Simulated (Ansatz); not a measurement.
Program: Ansatz. Geometries: PBE0-D4/def2-TZVP. ΔE: electronic, gas phase. CCSD(T)/CBS adds triple-zeta CCSD(T) − MP2 to the extrapolated MP2 energy (def2 sets, frozen cores). This one scheme is used for every species. Each species was taken in one conformer, which may not be the lowest.

Reaction (ligand exchange at the Si–C bond): `C#C[Si](Cl)(Cl)Cl` + `O[Si](F)(F)F` → `F[Si](F)(F)O[Si](Cl)(Cl)Cl` + `C#C`

`C#C[Si](Cl)(Cl)Cl`:

```xyz
7

C     1.896    0.453    0.563
C     0.770    0.184    0.229
Si   -0.911   -0.218   -0.271
Cl   -2.192    0.207    1.241
Cl   -1.037   -2.190   -0.719
Cl   -1.418    0.873   -1.902
H     2.892    0.691    0.859
```

`O[Si](F)(F)F`:

Z-matrix (Å, degrees):
```
Si
F 1 1.572
F 1 1.572 2 106.8
O 1 1.604 2 112.4 3 -123.7
F 1 1.565 2 108.8 3 117.2
H 4 0.958 1 120.4 2 60.3
```

`F[Si](F)(F)O[Si](Cl)(Cl)Cl`:

```xyz
9

F     1.910   -0.299   -1.628
Si    1.232   -0.956   -0.379
F     2.163   -0.748    0.863
F     1.073   -2.490   -0.640
O    -0.208   -0.313   -0.120
Si   -1.229    0.849    0.338
Cl   -1.174    1.030    2.348
Cl   -0.685    2.595   -0.521
Cl   -3.083    0.330   -0.260
```

`C#C`:

Cartesian coordinates in Å:
```
C 0.573 -0.038 -0.170
C -0.573 0.038 0.170
H 1.592 -0.105 -0.472
H -1.592 0.105 0.472
```

```
                     species  CCSD(T)/def2-SVP energy (Eh)
         `C#C[Si](Cl)(Cl)Cl`                   -1744.07001
              `O[Si](F)(F)F`                    -663.39694
`F[Si](F)(F)O[Si](Cl)(Cl)Cl`                   -2330.45039
                       `C#C`                     -77.04555
```

Problem. Work out ΔE.

Solution. ΔE = (-2330.45039) + (-77.04555) − (-1744.07001) − (-663.39694) = -0.02899 Eh = -0.79 eV. CCSD(T)/CBS gives -0.85 eV.

Largest T1 diagnostic among the species: 0.013.

From BLYP to BHLYP (50 % exact exchange), in def2-TZVPP and without D4, ΔE moves by −0.16 eV. At CCSD(T), def2-SVP lies +0.06 eV from the extrapolated value and def2-TZVPP +0.01 eV.
